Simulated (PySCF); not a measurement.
H10Si5, SMILES [SiH2]1[SiH2][SiH2][SiH2][SiH2]1.

The structure is a stationary point at PBE0-D3(BJ)/def2-SVP.

All values below come from PBE0-D3(BJ)/def2-SVP in PySCF.

Frequencies are harmonic and unscaled.

```
mode  ν (cm⁻¹)  IR (km/mol)  moving atoms (share of kinetic energy)
----  --------  -----------  --------------------------------------
1            1          0.0                         Si 63 %, H 37 %
2           76          0.1                         Si 67 %, H 33 %
3          150          3.6                         Si 71 %, H 29 %
4          174          0.3                         Si 82 %, H 18 %
5          316          9.0                                  H 92 %
6          323          1.5                         H 77 %, Si 23 %
7          351          5.2                         H 69 %, Si 31 %
8          382          0.1                          Si 91 %, H 9 %
9          400          0.2                         Si 51 %, H 49 %
10         409          1.6                         Si 83 %, H 17 %
11         414          3.1                         Si 50 %, H 50 %
12         435          2.3                         H 84 %, Si 16 %
13         462          0.0                         Si 83 %, H 17 %
14         468          0.0                         Si 83 %, H 17 %
15         558          2.0                         H 84 %, Si 16 %
16         584          3.9                         H 84 %, Si 16 %
17         597          1.1                         H 88 %, Si 12 %
18         606          0.5                          H 92 %, Si 8 %
19         639          1.8                          H 91 %, Si 9 %
20         694          0.4                                  H 95 %
21         714         31.1                         H 90 %, Si 10 %
22         720        199.4                         H 86 %, Si 14 %
23         721        221.0                         H 85 %, Si 15 %
24         749          5.0                                  H 94 %
25         889          0.0                                  H 97 %
26         890         56.0                                  H 97 %
27         898        174.7                                  H 95 %
28         898        173.2                                  H 95 %
29         921          2.1                                  H 95 %
30        2203         27.1                                  H 98 %
31        2204         55.4                                  H 97 %
32        2205         44.2                                  H 97 %
33        2205         79.8                                  H 98 %
34        2211         66.7                                  H 97 %
35        2218         49.2                                  H 96 %
36        2223         29.8                                  H 96 %
37        2224         93.1                                  H 96 %
38        2225         68.2                                  H 96 %
39        2228        208.4                                  H 96 %
```
